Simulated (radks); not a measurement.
Problem. Species: Bi64+. Configuration: [Ar] 5d1 (not the ground configuration). Calculated with a radial shooting solver on a logarithmic mesh with Libxc functionals: Dirac Kohn-Sham, PBE, spin-unpolarised, spherical densities, finite nucleus; open shells fill j = l - 1/2 first; Fermi nuclear charge, rms radius 5.5211 fm. Some entries of the table are withheld. Estimate them.

orbital,occ.,eigenvalue (hartree),<r> (bohr),<r^2> (bohr^2)
1s1/2,2,-3513.684,0.01580,0.0003464
2s1/2,2,-781.3330,(1),0.005098
2p1/2,2,(2),(3),0.003575
2p3/2,4,(4),(5),0.004704
3s1/2,2,-304.9314,0.1607,0.02960
3p1/2,2,-296.7657,0.1505,(6)
3p3/2,4,-274.1469,0.1640,(7)
5d3/2,1,-89.35880,(8),(9)
5d5/2,0,-88.35191,(10),(11)

Solution. 
(1) 2s1/2 <r> (bohr): 0.06525
(2) 2p1/2 eigenvalue (hartree): -760.0025
(3) 2p1/2 <r> (bohr): 0.05344
(4) 2p3/2 eigenvalue (hartree): -673.4353
(5) 2p3/2 <r> (bohr): 0.06224
(6) 3p1/2 <r^2> (bohr^2): 0.02640
(7) 3p3/2 <r^2> (bohr^2): 0.03114
(8) 5d3/2 <r> (bohr): 0.4951
(9) 5d3/2 <r^2> (bohr^2): 0.2785
(10) 5d5/2 <r> (bohr): 0.5014
(11) 5d5/2 <r^2> (bohr^2): 0.2853
